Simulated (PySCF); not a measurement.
Sn(H)(Cl)2(Me) (CH4Cl2Sn), SMILES [CH3][SnH]([Cl])[Cl].

Geometry: PBE-D3(BJ)/def2-SVP. The structure was generated by enumeration; whether it is a known compound was not checked. The def2 effective core potentials stand for the cores of Sn; spin–orbit coupling is left out.

All values below come from PBE-D3(BJ)/def2-SVP (PySCF).

Frequencies are harmonic and unscaled.

A small imaginary wavenumber (i) marks a very flat motion, where grid noise or a shallow saddle decides the sign.

Computed harmonic wavenumbers and intensities:
```tsv
mode	ν (cm⁻¹)	IR (km/mol)	moving atoms (share of kinetic energy)
1	22i	0.0	H 99 %
2	106	3.6	Cl 78 %, Sn 14 %
3	116	0.5	C 47 %, H 24 %, Cl 22 %
4	126	5.2	Cl 29 %, Sn 28 %, C 27 %, H 16 %
5	354	28.1	Cl 82 %, Sn 17 %
6	367	57.5	Cl 73 %, Sn 27 %
7	510	74.2	H 88 %
8	515	1.5	C 65 %, H 27 %, Sn 8 %
9	556	45.4	H 98 %
10	747	51.7	H 83 %, C 16 %
11	760	48.6	H 83 %, C 16 %
12	1159	0.1	H 83 %, C 17 %
13	1372	3.3	H 95 %
14	1376	3.1	H 95 %
15	1864	126.5	H 99 %
16	2998	0.2	H 98 %
17	3120	0.0	H 90 %, C 10 %
18	3126	0.3	H 90 %, C 10 %
```
